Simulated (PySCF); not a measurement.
**C5H4FN: calculation and literature**

Atoms are numbered as in `[F:1][c:2]1[cH:3][cH:4][n:5][cH:6][cH:7]1`; H(Xn) means a hydrogen on atom n.

Non-relativistic, isolated molecule, one averaged value for each set of equivalent atoms, one computed conformer. GIAO PBE0/pcSseg-1 shieldings; coordinates at the GFN2-xTB level; PySCF.

Reference values: estimated from measurements, as parent shift plus tabulated substituent increment (solution, not stated per compound (mostly CDCl3 or CCl4); Pretsch, Buehlmann, Badertscher, Structure Determination of Organic Compounds, 4th ed. (2009)).
| atoms | quantity | reference | computed | computed, scaled |
| --- | --- | --- | --- | --- |
| C2 | δ ¹³C | 168.7 | 179.6 | 172.8 |
| C4/C6 | δ ¹³C | 152.5 | 158.0 | 151.8 |
| C3/C7 | δ ¹³C | 111.8 | 116.6 | 111.5 |
| H(C4)/H(C6) | δ ¹H | 8.52 | 8.96 | 8.55 |
| H(C3)/H(C7) | δ ¹H | 7.22 | 7.18 | 6.86 |

Computed shifts are σ(ref) − σ with the named reference compound (TMS for H and C) calculated as an isolated molecule at the same level. The measured values may be among those fitted. Scaled to experiment by linear calibration (H and C: mostly CDCl3 data, vs TMS): ¹³C (scatter 2.1 ppm rms, 2.3 ppm with the 13 outliers that the fit left out); ¹H (scatter 0.17 ppm rms, 0.18 ppm with the 4 outliers that the fit left out). Occasional misses reach two or three times the rms, and more in compound classes unlike the fitted ones.

Problem. How far are the unscaled ¹³C shifts from the references?

Solution. Mean signed difference +7.07 ppm, mean absolute 7.07 ppm over 3 comparisons; the largest is +10.9 ppm at C2 (aromatic carbon bearing fluorine).

Problem. How far are the unscaled ¹H shifts from the references?

Solution. Mean signed difference +0.20 ppm, mean absolute 0.24 ppm over 2 comparisons; the largest is +0.44 ppm at H(C4)/H(C6) (hydrogen on an aromatic CH next to a ring nitrogen).
